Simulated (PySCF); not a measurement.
## Pd (palladium, neutral): UHF calculation

Configuration: [Kr] 4d9 5p1, one real determinant (an excited configuration). Computed with PySCF 2.14 in aug-cc-pVTZ-DK, with the spin-free X2C one-electron Hamiltonian (Gaussian nucleus).

```json
{"Total energy": "-5042.481270 hartree", "One-electron energy": "-6953.0930 hartree", "Hartree (Coulomb) energy": "2053.4749 hartree", "Exchange energy": "-142.8631 hartree", "⟨S²⟩": "2.0022", "⟨L²⟩": "8.046", "Sum of ⟨r⟩": "34.05 bohr", "Sum of ⟨r²⟩": "67.08 bohr²", "Traceless quadrupole moment −½Σ⟨3z² − r²⟩ along its main axis": "-12.0 e·bohr²", "Langevin diamagnetic susceptibility": "-53.1 ×10⁻⁶ cm³/mol"}
```

```tsv
shell	electrons	mean orbital energy (hartree)	spread (hartree)	rms radius, mean of both spins (bohr)
1s α	1	-899.53746	0	0.0365
1s β	1	-899.53725	0	0.0365
2s α	1	-134.60197	0	0.150
2s β	1	-134.59097	0	0.150
2p α	3	-120.50729	0.01203	0.133
2p β	3	-120.49624	0.00139	0.133
3s α	1	-25.76214	0	0.403
3s β	1	-25.75622	0	0.403
3p α	3	-21.00039	0.02306	0.406
3p β	3	-20.99305	0.01521	0.406
3d α	5	-13.43061	0.02659	0.389
3d β	5	-13.41509	0.03860	0.389
4s α	1	-4.09728	0	1.02
4s β	1	-4.03176	0	1.02
4p α	3	-2.65997	0.05513	1.12
4p β	3	-2.57695	0.04880	1.12
4d α	5	-0.56072	0.06316	1.60
4d β	4	-0.52348	0.03293	1.60
5p α	1	-0.12686	0	5.60
```

⟨L²⟩ = 8.05 against 12 for a pure F term, so this real determinant mixes terms.

Densities and radii are taken from the X2C orbitals without a picture-change correction, which distorts them close to the nucleus.

Spin-orbit constants ζ (cm⁻¹) from the X2C one-electron operator on these orbitals: bare nucleus, nucleus screened by l(l+1)(2l+1)/3 electrons, and screened by the Breit-Pauli mean field of the electrons.

| shell | bare | screened nucleus | mean field |
| --- | --- | --- | --- |
| 2p | 861700 | 824300 | n/a |
| 3p | 152000 | 145400 | n/a |
| 3d | 22240 | 17410 | n/a |
| 4p | 22600 | 21610 | n/a |
| 4d | 1907 | 1493 | n/a |
| 5p | 478.8 | 458.0 | n/a |

To first order the Landé constant is A = -421.3 cm⁻¹, so the lowest level has J = 4 and lies 0.157 eV below the centre of the term. This holds in LS coupling only.
